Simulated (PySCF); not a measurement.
## How methods differ on the excitation energy of I

I [Kr] 4d10 5s2 5p5 (2P) → I [Kr] 4d10 5s2 5p4 5d1 (high-spin determinant), as a difference of total energies. All numbers are calculated (PySCF 2.14, a scalar-relativistic core potential, in aug-cc-pwCVTZ-PP with ECP28MDF). Correlated levels: valence: 4s2 4p6 4d10 frozen; valence and next inner shell: nothing frozen outside the core potential. The calculations carry no spin-orbit coupling.

| method | excitation energy (cm⁻¹) |
| --- | --- |
| UHF | 65039 |
| LDA | 69775 |
| PBE | 67329 |
| PBE0 | 68183 |
| r2SCAN | 68750 |
| B2PLYP | 69867 |
| HSE06 | 68314 |
| TPSS | 68283 |
| CAM-B3LYP | 70771 |
| MP2 (valence) | 69400 |
| SCS-MP2 (valence) | 70190 |
| MP2 (valence and next inner shell) | 71121 |
| SCS-MP2 (valence and next inner shell) | 71422 |

The promoted electron is Rydberg-like, and one or two diffuse shells describe it only roughly, which tends to raise the upper state.

In the upper state the promoted electron has a positive orbital energy at LDA, PBE, r2SCAN, HSE06, TPSS, so the basis confines it.

The determinant of the upper state mixes LS terms, which raises its energy above the lowest term, most at the Hartree-Fock and MP2 levels.
